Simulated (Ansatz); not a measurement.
CH4BFO2S, relaxed with RKS PBE0-D4/def2-TZVP in Ansatz 0.2.0 from a PBE-D4/def2-SVP geometry. The force threshold is 0.005 eV/Å; the program also tests the step.

Charge 0, multiplicity 1. The bonds changed during the relaxation, so this is another structure than the one it started from.

Start:

```xyz
10

O    -0.860    0.896   -0.869
C     0.051   -0.012   -0.545
O     1.202   -0.020   -1.198
S     0.532    0.197    1.889
B    -0.240   -1.097    0.593
F    -1.574   -1.386    0.801
H    -0.509    1.590   -1.469
H     1.400    0.839   -1.633
H    -0.552    1.025    1.899
H     0.550   -2.033    0.531
```

```tsv
step	energy (eV)	largest force (eV/Å)	largest move (Å)
1	-19417.1644	0.926	0.000
2	-19417.2011	0.347	0.028
3	-19417.2059	0.132	0.031
4	-19417.2072	0.036	0.014
5	-19417.2074	0.027	0.003
6 (rejected)	-19417.2074	0.035	0.012
7	-19417.2076	0.014	0.006
8 (rejected)	-19417.2076	0.053	0.011
9	-19417.2076	0.005	0.005
10	-19417.2077	0.025	0.013
11	-19417.2077	0.004	0.004
```

End:

```xyz
10

O    -0.849    0.883   -0.871
C     0.049   -0.014   -0.550
O     1.194   -0.013   -1.180
S     0.524    0.191    1.885
B    -0.233   -1.084    0.593
F    -1.562   -1.367    0.784
H    -0.521    1.577   -1.461
H     1.397    0.819   -1.632
H    -0.542    1.010    1.907
H     0.543   -2.003    0.525
```

Run time 45 s (4 threads of an Arm Neoverse V1 on a shared host); peak host memory 0.58 GiB.
